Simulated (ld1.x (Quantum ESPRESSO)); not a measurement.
The numbers below are computed, except where a source is named.
**Hardness and transferability of assorted potentials**

Generated with ld1.x 7.5 (TM, RRKJ, ultrasoft, PAW), atompaw 4.2 or ONCVPSP 4.0.1. The cutoff is in Ry: for ld1.x and atompaw files where the sum of valence levels is converged to 10 mRy in a Bessel basis, for ONCV files where the hardest occupied wave has 1 mHa per electron of residual kinetic energy. The error is the largest all-electron minus pseudo excitation energy over each file’s own four to seven test configurations (ionisations up to +4, promotions, holes and added fractions of an electron), all of which were solved. The labels leave out finer settings (local radius, basis sizes, second energies), which also bear on the numbers. Spin-polarised tests are not counted. The rows are a selection from randomly drawn settings: files with unsolved tests, undetermined cutoffs or missed reference levels are left out.

| element | potential | cutoff (Ry) | largest error (meV) | bound ghosts |
| --- | --- | --- | --- | --- |
| O | PAW, BLYP, scalar-relativistic, rc 0.80/1.85/1.95 (spd), local smoothed, core correction yes, reference 2s2 2p4 | 45 | +84 | none |
| Cl | TM, LDA (PZ), non-relativistic, rc 1.45/1.25 (sp), local smoothed, core correction yes, reference 3s2 3p5 | 50 | +306 | none |
| Zn | TM, PBE, scalar-relativistic, rc 2.05/2.45 (sp), local smoothed, core correction yes, reference 4s1 4p1 | 10 | -96 | none |
| Ru | TM, LDA (PZ), scalar-relativistic, rc 2.00/2.50/2.56 (spd), local d, core correction yes, reference 4s2 4p6 4d6 5s0 5p0 | 35 | +2947 | none |
| Rh | TM, BP86, scalar-relativistic, rc 2.35/2.80/1.75 (spd), local smoothed, core correction no, reference 4d8 5s1 5p0 | 55 | -777 | none |
| Au | TM, PBE, fully relativistic, rc 1.95/2.95/1.15 (spd), local s, core correction no, reference 5d9 6s2 6p0 | 50 | -235 | none |

Q: Fill in the row for Al: TM, PBE, scalar-relativistic, rc 1.70/2.95 (sp), local s, core correction no, reference 3s2 3p1.

A: cutoff 10 Ry, largest error +34 meV, bound ghosts: none.
